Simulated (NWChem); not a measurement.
Molecule: CrNH$_{3}$S$_{2}$O; SMILES [NH]=[Cr](=[O])([SH])[SH]

```xyz
8

Cr     0.3669     0.0011     0.0277
O      1.2094    -0.0511     1.3238
N      1.2431     0.0950    -1.3219
H      2.2396     0.1583    -1.5503
S     -0.8558     1.8457    -0.0258
H     -1.3143     1.7640     1.2459
S     -0.8351    -1.8641     0.0028
H     -1.0527    -1.9094    -1.3304
```
Atoms are numbered in this order, from 1.

All runs: NWChem. Medium grid unless said otherwise, to which SCAN and Minnesota functionals are sensitive. The geometry was optimised at B3LYP/6-31G* (spherical d). No frequency run checked for a minimum. B3LYP is NWChem's, with the RPA form of VWN correlation.

Question: Order these by “dipole (D)”, lowest first: MN15-L/def2-SVP; B97-D/def2-SVP; BHandHLYP/def2-SVP; M06-L/def2-SVP.

Answer: B97-D/def2-SVP (1.27), M06-L/def2-SVP (1.34), MN15-L/def2-SVP (1.40), BHandHLYP/def2-SVP (1.64)
